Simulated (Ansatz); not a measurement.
Two members of one family (Same ligands, another metal) that differ in charge, which shifts all levels, computed with Ansatz in the gas phase; def2 core potentials for Nb, Tc, no spin–orbit coupling. The two geometries come from different levels. A dash marks a value that wasn't run or was left out as unsound. The structures are stationary points that may keep the symmetry of their start. Remarks come from the PBE and PBE0 runs and from stability tests at other levels; not every state was tested. A HOMO above zero means that the electron is unbound at that level and held by the basis, or that self-interaction error raises the level; the energy of removing that electron tells which. HOMO above LUMO (over both spins in singlets and doublets, within one spin in higher multiplets; at PBE or PBE0), or a gap under 0.15 eV within one spin, warns that the state may not be the lowest or that an electron is smeared out.

First: [NbS4]3- (singlet, charge -3, B3LYP-D4/def2-SVPD geometry).

Cartesian coordinates in Å:
```
Nb 0.0000 0.0000 0.0000
S -0.1626 -0.9681 -2.1132
S 1.0276 -1.4949 1.4622
S -2.1328 0.5126 0.7859
S 1.2677 1.9504 -0.1349
```

| level | HOMO (eV) | vertical IE (eV) |
| --- | --- | --- |
| PBE-D4/def2-TZVPD | 6.49 | -4.58 |
| r2SCAN-D4/def2-TZVPD | 6.36 | -4.49 |
| B3LYP-D4/def2-TZVPD | 5.79 | – |
| PBE0-D4/def2-SVPD | 5.67 | – |
| PBE0-D4/def2-TZVPD | 5.64 | -4.36 |

Metal–donor distances: 4 × S 2.33 Å. Remarks: HOMO above zero at PBE or PBE0, HOMO above zero (-2 doublet), gap within one spin near zero at PBE or PBE0 (-2 doublet).

Second: [TcS4]- (singlet, charge -1, PBE0-D4/def2-SVPD geometry).

Cartesian coordinates in Å:
```
Tc 0.0000 -0.0002 0.0000
S 1.0029 0.4591 -1.8129
S 0.0261 -2.0989 0.3110
S -2.0094 0.6736 -0.1126
S 0.9803 0.9664 1.6145
```

Estimate how these quantities change from the first to the second (second minus first).


| level | Δ HOMO (eV) | Δ vertical IE (eV) |
| --- | --- | --- |
| PBE-D4/def2-TZVPD | -8.08 | 8.56 |
| r2SCAN-D4/def2-TZVPD | -8.18 | 8.59 |
| B3LYP-D4/def2-TZVPD | -8.13 | – |
| PBE0-D4/def2-SVPD | -8.29 | – |
| PBE0-D4/def2-TZVPD | -8.19 | 8.45 |

Metal–donor distances: 4 × S 2.12 Å. Remarks: restricted SCF unstable in HF, gap within one spin near zero at PBE or PBE0 (neutral doublet), spin-contaminated (⟨S²⟩ up to 0.85) (neutral doublet).
